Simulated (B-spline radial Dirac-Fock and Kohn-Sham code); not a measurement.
Method: the Dirac equation of a negative muon with reduced mass in the field of a spherical finite nucleus, with the Uehling potential to all orders; nuclear polarisation, deformation, hyperfine structure, self-energy, higher-order vacuum polarisation, relativistic recoil and electron screening are left out. Computed with a radial B-spline solver. The nuclear charge is a uniformly charged sphere.

**Question.** A muonic atom of atomic mass 78.92 u emits these computed lines: 2p3/2 → 1s1/2 2049 keV, 3d5/2 → 2p3/2 482.6 keV, 4f7/2 → 3d5/2 168.4 keV, 5g9/2 → 4f7/2 77.75 keV. Which element is it, and what rms charge radius was used?

**Answer.** Bromine (Z = 35, nuclide ⁷⁹Br); the high transitions hardly feel the nucleus and fix Z. The 2p → 1s line lies 586.7 keV below the value for a point nucleus without QED, which for this nuclear model gives a radius near 4.16 fm (4.1629 fm was used).
